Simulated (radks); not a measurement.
The numbers below are computed, except where a source is named.
Initial-state core-level shifts of the cerium ion Ce2+ when its valence configuration changes from [Xe] 4f2. Code: a radial shooting solver on a logarithmic mesh with Libxc functionals. Model: scalar-relativistic Kohn-Sham, PBEsol, spin-unpolarised, spherical densities, finite nucleus; Fermi nuclear charge, rms radius 4.8771 fm. Shifts are changes of the shell-averaged eigenvalues in eV (positive: less bound); the change of the density at the nucleus, which sets a Mossbauer isomer shift, is in e/bohr^3, on a base of 3.971e+05.

[
 {"valence": "4f1.5 6s0.5", "2s": "-4.529", "3s": "-4.978", "3d": "-4.927", "5p": "-2.417", "density at nucleus": "+24.33"},
 {"valence": "4f1 6s1", "2s": "-9.646", "3s": "-10.624", "3d": "-10.514", "5p": "-4.979", "density at nucleus": "+52.47"},
 {"valence": "4f1 6p1", "2s": "-10.706", "3s": "-11.686", "3d": "-11.577", "5p": "-5.960", "density at nucleus": "+23.50"},
 {"valence": "4f1.5 6p0.5", "2s": "-5.064", "3s": "-5.512", "3d": "-5.462", "5p": "-2.922", "density at nucleus": "+10.73"},
 {"valence": "6p2", "2s": "-23.293", "3s": "-25.544", "3d": "-25.295", "5p": "-12.172", "density at nucleus": "+53.76"},
 {"valence": "5d1 6p1", "2s": "-19.182", "3s": "-21.492", "3d": "-21.225", "5p": "-8.896", "density at nucleus": "+47.83"},
 {"valence": "4f1 5d1", "2s": "-6.903", "3s": "-7.938", "3d": "-7.813", "5p": "-2.702", "density at nucleus": "+19.13"},
 {"valence": "6s2", "2s": "-21.259", "3s": "-23.498", "3d": "-23.249", "5p": "-10.333", "density at nucleus": "+120.27"}
]
